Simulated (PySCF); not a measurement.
**Name the molecule from its bond curve**

A diatomic of charge -1 contains Sb. Its doublet curve at PBE in a double-zeta basis (scalar-relativistic core potentials, PySCF), in eV from the separated fragments:

(R (Å), E (eV)): (1.652, -2.462), (1.729, -3.289), (1.806, -3.744), (1.863, -3.909), (1.921, -3.961), (1.979, -3.927), (2.055, -3.788), (2.151, -3.521), (2.267, -3.146), (2.421, -2.641)

The fit gives ωe = 737 cm⁻¹ and the rotational constant Bₑ = 0.3627 cm⁻¹.

Question: Which atom is the partner?

Answer: The minimum lies at 1.925 Å, so the reduced mass is 16.8576 u Å² cm⁻¹/(Bₑ·Re²) = 12.54 u. With Sb at 120.90 u the partner weighs about 14.0 u: N. The molecule is SbN⁻.

Spin–orbit coupling is left out. The highest Kohn–Sham level is positive in this anion. Much of that is self-interaction error, but it also means that the finite basis helps to hold the extra electron. The state is the lowest determinant that a PBE0 search found; another state may lie lower at other levels.
